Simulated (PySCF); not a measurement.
C6H14FNSi.
Numbering: `[CH3:1][NH:2][Si@@H:3]1[CH2:4][CH2:5][C@H:6]1[C@@H:7]([CH3:8])[F:9]`

Structure used (GFN2-xTB), in Å, numbered top down from 1:
```xyz
23
C6H14FNSi angstrom
C     -2.606    1.199    0.657
N     -2.238   -0.043    0.014
Si    -0.756   -0.240   -0.831
C     -0.310   -2.054   -1.174
C      1.020   -1.885   -0.417
C      0.770   -0.532    0.285
C      1.925    0.442    0.228
C      1.574    1.814    0.785
F      2.994   -0.061    0.969
H     -3.004    1.937   -0.047
H     -1.722    1.621    1.129
H     -3.357    1.010    1.425
H     -3.047   -0.514   -0.365
H     -0.488    0.692   -1.940
H     -0.185   -2.365   -2.207
H     -0.962   -2.778   -0.690
H      1.241   -2.698    0.273
H      1.853   -1.801   -1.114
H      0.514   -0.690    1.334
H      2.310    0.531   -0.796
H      2.460    2.445    0.809
H      1.190    1.716    1.799
H      0.819    2.281    0.159
```

Definitions: NICS(0) = −σiso at the ring centroid; NICS(1) = −σiso and NICS(1)zz = −σzz at ±1 Å along the ring normal z. Level: GIAO PBE0/pcSseg-1 (PySCF, non-relativistic, gas phase) on the GFN2-xTB geometry, one conformer.

Ring bond lengths (Å), with Mayer bond orders in brackets: Si3–C4 1.899 (0.94), C4–C5 1.540 (1.01), C5–C6 1.544 (0.98), C6–Si3 1.913 (0.86).

What do the NICS probes read (ppm)?

```
        ring                                              type  NICS(0)  NICS(1), two faces  NICS(1)zz, two faces  rms pucker (Å)  centre to ring atoms, mean (Å)
Si3–C4–C5–C6  4-membered ring with Si; formal bonds all single      0.0         -0.7 / -1.2             5.3 / 3.6            0.09                            1.21
```

What can be read from them?

- Si3–C4–C5–C6: mean NICS(1)zz 4.5 ppm, deshielded. Si3, C4, C5, C6 have four or more neighbours, so the value isn't read as a sign of a π ring current.

What is the mean of the two in-plane components of NICS at the first NICS(1) probe listed for ring Si3–C4–C5–C6, 1 Å off the ring?

The isotropic value is a third of the trace: (3 × -0.7 − (5.3))/2 = -3.7 ppm.

What are the shieldings of the ring atoms and their hydrogens in the same run (means over atoms taken as equivalent)?

```json
{"atoms": "Si3", "environment": "SiH silicon", "σ isotropic (ppm)": "358.9"}
{"atoms": "C4", "environment": "sp3 carbon bound to silicon", "σ isotropic (ppm)": "176.2"}
{"atoms": "C5", "environment": "four-membered-ring carbon", "σ isotropic (ppm)": "162.2"}
{"atoms": "C6", "environment": "sp3 carbon bound to silicon", "σ isotropic (ppm)": "142.5"}
{"atoms": "H14", "environment": "Si–H hydrogen", "σ isotropic (ppm)": "26.37"}
{"atoms": "H15", "environment": "methylene hydrogen", "σ isotropic (ppm)": "30.55"}
{"atoms": "H16", "environment": "methylene hydrogen", "σ isotropic (ppm)": "30.49"}
{"atoms": "H17", "environment": "methylene hydrogen", "σ isotropic (ppm)": "29.10"}
{"atoms": "H18", "environment": "methylene hydrogen", "σ isotropic (ppm)": "29.71"}
{"atoms": "H19", "environment": "methine hydrogen", "σ isotropic (ppm)": "29.62"}
```
